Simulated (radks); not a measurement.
The numbers below are computed, except where a source is named.
The table gives one normalised radial function P(r) = r R(r) of Br+ in [Ar] 3d10 4s1 4p5 (r in bohr). Code: a radial shooting solver on a logarithmic mesh with Libxc functionals. Model: scalar-relativistic Kohn-Sham, PBE, spin-polarised, spherical densities, point nucleus; open shells are filled with parallel spins first.

r	P
0.004817	0.0119
0.007187	0.0245
0.01072	0.0499
0.01599	0.0992
0.02386	0.1890
0.03588	0.3407
0.05353	0.5463
0.07986	0.7403
0.1191	0.7387
0.1777	0.2997
0.2651	-0.5734
0.3987	-1.3445
0.5948	-1.3260
0.8874	-0.7075
1.324	-0.1922
1.975	-0.0217
2.97	-0.0006
4.43	0.0000
6.609	0.0000

Which n and l does it have? It may be an empty orbital.

Answer. n = 3, l = 1: the number of nodes gives n - l - 1 = 1, the rise at small r (about r^(l+1)) gives l, and the extent must fit the shell. The curve is that of 3p up; the table hardly tells the two spins apart. 3p up: eigenvalue -186.34 eV, 1 radial node at r = 0.207 bohr, <r> = 0.564 bohr, 90 % of the charge inside 0.861 bohr.
